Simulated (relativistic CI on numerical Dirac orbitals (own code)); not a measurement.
# Ions with 11 electrons, Mg⁺ to Zn¹⁹⁺

Method of calculation: Dirac-Coulomb-Breit CI, KLI orbitals optimised for each configuration, a model potential for QED, unscaled Slater integrals (own radial code, finite nucleus).

CI space (outside the closed core [Ne]): 3s, 3p, 3d, 4s, 4p, 4d, 4f. Levels of other configurations are missing.

Energies above each ion's lowest level, in eV. Levels are followed by their leading LS label, which can pass from one level to another where the coupling changes.

```csv
Ion,3s 2S_1/2,3p 2P°_1/2,3p 2P°_3/2,4s 2S_1/2,3d 2D_5/2,3d 2D_3/2,4p 2P°_1/2
Mg⁺,0,4.2835,4.2938,8.4247,8.603,8.6032,9.7364
Al²⁺,0,6.5427,6.5701,15.372,14.139,14.139,17.517
Si³⁺,0,8.7535,8.8085,23.755,19.698,19.699,26.753
P⁴⁺,0,10.932,11.028,33.53,25.188,25.189,37.392
S⁵⁺,0,13.09,13.243,44.678,30.6,30.599,49.413
Cl⁶⁺,0,15.234,15.464,57.192,35.949,35.943,62.803
Ar⁷⁺,0,17.369,17.701,71.066,41.255,41.241,77.559
K⁸⁺,0,19.499,19.96,86.3,46.539,46.512,93.678
Ca⁹⁺,0,21.627,22.251,102.9,51.818,51.774,111.16
Sc¹⁰⁺,0,23.756,24.578,120.85,57.11,57.041,130.01
Ti¹¹⁺,0,25.885,26.951,140.17,62.43,62.328,150.23
V¹²⁺,0,28.018,29.375,160.86,67.79,67.645,171.81
Cr¹³⁺,0,30.156,31.859,182.92,73.203,73.005,194.78
Mn¹⁴⁺,0,32.299,34.409,206.36,78.684,78.419,219.12
Fe¹⁵⁺,0,34.448,37.034,231.18,84.242,83.897,244.85
Co¹⁶⁺,0,36.604,39.742,257.39,89.892,89.449,271.97
Ni¹⁷⁺,0,38.769,42.541,284.98,95.644,95.086,300.48
Cu¹⁸⁺,0,40.942,45.44,313.98,101.51,100.82,330.4
Zn¹⁹⁺,0,43.125,48.448,344.38,107.51,106.66,361.73
```

The lowest level keeps the configuration 3s and J = 1/2 throughout.

Between Z = 27 and 30 the energy of 3p 2P°_1/2 follows a local power law Z^1.6. For orientation: electrostatic splittings inside a shell grow about linearly with the screened charge, excitations that change n as its square, and fine structure as its fourth power; written in Z itself the exponents are larger, since the screened charge grows faster in proportion.

The members near neutrality are the least accurate: they can be off by several eV, miss lower levels of configurations outside the list, or start from a wrong lowest level.
